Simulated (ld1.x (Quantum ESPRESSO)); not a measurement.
An all-electron radial function and its pseudo partner (C)

Columns: radius, all-electron u(r) and pseudo u(r) of the 2p shell (level -5.29 eV) of carbon in the configuration [He] 2s2 2p2; PBE, non-relativistic, TM scheme, ld1.x (Quantum ESPRESSO) 7.5.

```
r (bohr)  all-electron  pseudo
   0.123        0.0671  0.0221
   0.245        0.1940  0.0848
   0.368        0.3265  0.1814
   0.490        0.4416  0.2985
   0.613        0.5347  0.4236
   0.735        0.6056  0.5405
   0.858        0.6567  0.6389
   0.980        0.6887  0.7096
   1.103        0.7052  0.7513
   1.225        0.7087  0.7652
   1.348        0.7023  0.7571
   1.470        0.6884  0.7339
   1.593        0.6687  0.7016
   1.715        0.6453  0.6660
   1.838        0.6189  0.6300
   1.960        0.5911  0.5960
   2.083        0.5622  0.5637
   2.205        0.5332  0.5335
   2.328        0.5041  0.5041
   2.450        0.4758  0.4758
   2.573        0.4481  0.4481
   2.695        0.4215  0.4215
   2.818        0.3958  0.3958
   2.940        0.3714  0.3714
   3.063        0.3481  0.3481
   3.185        0.3261  0.3261
```

Problem. How many radial nodes do the two functions have?

Solution. The all-electron 2p function has n − l − 1 = 0; the pseudo-wave has 0.

Problem. At about which radius was the pseudo-wave matched?

Solution. 2.45 bohr. The columns agree to 0.0005 from 2.21 bohr on; several derivatives are matched, so the curves merge somewhat inside the radius.

Problem. Where does each function peak?

Solution. Outermost all-electron maximum near 1.23 bohr, pseudo maximum near 1.23 bohr (to the table’s step).

Problem. Is the pseudo-wave norm-conserving?

Solution. Yes: the TM scheme keeps the norm inside the radius equal to the all-electron one, which fixes the energy derivative of the logarithmic derivative at the level.
